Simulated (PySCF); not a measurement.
## Correlation energy of F²⁺ (fluorine, charge +2)

[He] 2s1 2p3 3s1, high-spin 6S determinant (an excited configuration). All numbers are calculated (PySCF 2.14, the non-relativistic Hamiltonian (point nucleus), in aug-cc-pwCVTZ (7s6p4d2f, 59 functions)). Frozen: nothing; 7 electrons correlated.

```json
{"level": "CCSD", "correlation energy (mhartree)": "-94.42"}
{"level": "(T)", "correlation energy (mhartree)": "-0.25"}
{"level": "CCSD(T)", "correlation energy (mhartree)": "-94.67"}
```

Diagnostics: T1 = 0.0023, D1 = 0.0080, largest double amplitude 0.012.

Question: Is a single reference adequate?

Answer: Yes: T1 lies below 0.03 and no double amplitude reaches 0.07.
